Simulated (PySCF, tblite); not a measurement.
Q: Write Cartesian coordinates for InChI=1S/C4H2F3N3/c5-4(6,7)3-1-9-10-2-8-3/h1-2H as optimised with GFN2-xTB.

A: 
```
atom  x, y, z in Å
F1    -2.396    0.697    0.661
C2    -1.747   -0.335    0.098
F3    -2.264   -0.485   -1.132
F4    -2.050   -1.425    0.794
C5    -0.258   -0.067    0.025
C6     0.239    1.173   -0.389
N7     1.544    1.369   -0.436
N8     2.352    0.409   -0.108
C9     1.857   -0.755    0.262
N10    0.563   -1.046    0.350
H11   -0.395    2.000   -0.671
H12    2.557   -1.537    0.520
```

Any rigid rotation of these coordinates is as good. Atoms count from 1 in this order. Of the pairs four or more bonds apart, F1···H11 is among the closest relative to their van der Waals radii: 2.73 Å, 102 % of the sum of Bondi's values. The 6-membered ring C5–C6–N7–N8–C9–N10 has internal angles of 115.3° to 125.3°; it is planar, 0.00 Å rms from its mean plane, widest ring torsion 1°. N7 (pyridine-type nitrogen) is bent (angle 119.8°). The C–C distances run from 1.399 Å (C5–C6, aromatic) to 1.515 Å (C2–C5, drawn single), a spread of 0.116 Å.

Bonds between heavy atoms (Å): F1–C2 1.343, C2–F3 1.343, C2–F4 1.328, C2–C5 1.515, C5–C6 1.399, C6–N7 1.321, N7–N8 1.297, N8–C9 1.318, C9–N10 1.329, C5–N10 1.318.

The geometry is computed with GFN2-xTB (gas phase).

Point group: C1 (no symmetry element, even within 0.4 Å). Its lowest GFN2-xTB frequency is 2 cm⁻¹, too small to tell a flat minimum from a shallow saddle.
